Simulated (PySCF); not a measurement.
H6N2Sn, SMILES [SnH2]([NH2])[NH2]. Atoms are numbered in the order given.

```xyz
9

Sn    -0.0296     0.2846     0.0493
N      1.7684    -0.5687    -0.3937
N     -1.4790    -1.1593     0.1600
H      0.0565     0.9522     1.6224
H     -0.2868     1.4629    -1.1778
H      1.9240    -1.4391     0.1122
H      1.8811    -0.7708    -1.3853
H     -2.2711    -0.8902     0.7411
H     -1.8497    -1.4495    -0.7429
```

The structure is a stationary point at PBE0-D3(BJ)/def2-SVP. The def2 effective core potentials stand for the cores of Sn; spin–orbit coupling is left out. The values are those of a single conformer.

Computed with PBE0-D3(BJ)/def2-SVP (PySCF).

Frequencies are harmonic and unscaled.

```tsv
mode	ν (cm⁻¹)	IR (km/mol)	Raman (Å⁴/amu)	depolarisation	moving atoms (share of kinetic energy)
1	122	30.2	2.2	0.75	H 69 %, N 27 %
2	139	9.2	0.4	0.74	H 93 %
3	194	36.5	2.9	0.75	H 49 %, N 43 %
4	389	45.6	5.5	0.67	H 91 %
5	493	109.2	13.0	0.33	H 70 %, N 29 %
6	532	163.5	8.0	0.28	N 52 %, H 46 %
7	549	19.4	23.4	0.46	H 77 %, N 21 %
8	606	32.7	17.0	0.18	H 52 %, N 41 %
9	619	85.2	1.8	0.71	H 52 %, N 36 %, Sn 12 %
10	672	139.0	19.2	0.74	H 81 %, N 18 %
11	694	102.2	25.3	0.74	H 98 %
12	841	22.1	4.2	0.65	H 89 %, N 10 %
13	864	43.7	3.1	0.74	H 89 %, N 10 %
14	1539	11.0	4.0	0.75	H 92 %, N 8 %
15	1543	11.1	5.4	0.72	H 92 %, N 8 %
16	1907	190.4	207.6	0.19	H 99 %
17	1950	154.7	157.7	0.25	H 99 %
18	3550	5.6	221.7	0.06	H 96 %
19	3552	9.6	92.1	0.23	H 96 %
20	3652	9.4	97.9	0.75	H 92 %, N 8 %
21	3652	15.4	77.3	0.75	H 92 %, N 8 %
```
